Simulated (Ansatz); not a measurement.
C5H11Si (SMILES [CH]=C[Si](C)(C)C), doublet (typed; the unrestricted solution is spin-contaminated), at a GFN2-xTB geometry. Base run: HF/STO-3G in Ansatz (an electronic-structure program).

The Ansatz input:
Ansatz 0.2 input:
```yaml
crystal:
  periodic: [false, false, false]
  atoms:
    - {symbol: C, position_ang: [0.14448645, 2.33517149, -1.12412862]}
    - {symbol: C, position_ang: [0.65102697, 1.50523725, -0.28117228]}
    - {symbol: Si, position_ang: [-0.00433906, -0.27160853, 0.14065850]}
    - {symbol: C, position_ang: [-0.40943509, -0.31259644, 2.00530085]}
    - {symbol: C, position_ang: [-1.55808201, -0.65114497, -0.89294607]}
    - {symbol: C, position_ang: [1.38929570, -1.51328348, -0.25771238]}
    - {symbol: H, position_ang: [-0.69504943, 2.32329597, -1.78512354]}
    - {symbol: H, position_ang: [1.53767091, 1.76376229, 0.28640111]}
    - {symbol: H, position_ang: [-0.77728748, -1.28958076, 2.30547255]}
    - {symbol: H, position_ang: [-1.17047554, 0.41857297, 2.26060601]}
    - {symbol: H, position_ang: [0.46872598, -0.09488517, 2.60575706]}
    - {symbol: H, position_ang: [-2.34937526, 0.06347837, -0.68864491]}
    - {symbol: H, position_ang: [-1.34202296, -0.60894847, -1.95601165]}
    - {symbol: H, position_ang: [-1.94597047, -1.64215993, -0.67545202]}
    - {symbol: H, position_ang: [2.28238812, -1.30553916, 0.32395847]}
    - {symbol: H, position_ang: [1.08309078, -2.53141865, -0.03510036]}
    - {symbol: H, position_ang: [1.66530009, -1.47436124, -1.30713062]}
basis:
  gaussian:
    orbitals: STO-3G
hamiltonian:
  xc: hf
magnetization: {spin_polarized: true, initial_magnetization: 1}
```

Each row names what was changed in the base input (with any setting that the change needs).

```tsv
change	ΔE vs base (mEh)
base	0.000
symmetry_tolerance_ang = 0.01	0.000
occupation = up:A':19 A'':9 down:A':19 A'':8	212.1
occupation = up:A':21 A'':7 down:A':19 A'':8	463.4
occupation = up:A':20 A'':8 down:A':19 A'':8	0.000
```
